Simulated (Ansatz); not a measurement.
Coupled-cluster diagnostics for the cluster Sn3F4⁺, Ansatz.

Geometry of the doublet (r2SCAN-D4/def2-SVP):

Cartesian coordinates in Å:
```
Sn -0.2146 -1.9604 -0.9808
Sn 0.9173 1.5330 -0.7110
Sn -0.8964 0.5743 1.6011
F 0.8080 -0.5874 0.3913
F -1.6576 -1.0619 0.2085
F 0.9876 1.6606 1.4635
F 0.0557 -0.1582 -1.9726
```

In the def2 sets Sn takes a core potential; there is no spin–orbit coupling. Correlated methods freeze 16 core orbitals; core or outer-core shells of Sn are correlated, in sets that lack core-valence functions. Another isomer (doublet) lies 0.54 eV lower at PBE0-D4/def2-TZVP; other spin states weren't run for this one.

Problem. Estimate the CCSD(T) correlation energy, the shares of MP2 and (T), T1 and the reference's ⟨S²⟩ for: charge 1, doublet, own geometry in def2-SVP; and the rough time on 4 threads of Arm Neoverse V1 on a shared host.

Solution. 
```tsv
state	basis	correlation (eV)	MP2 share (%)	(T) share (%)	T1	⟨S²⟩ (pure)	wall time
charge 1, doublet, own geometry	def2-SVP	-28.719	94.9	2.3	0.016	0.80 (0.75)	4.5 min
```
Customary marks for T1 are 0.02 (closed shells), 0.045 (open shells) and about 0.05 (3d metals). T1 stays under 0.02 throughout.
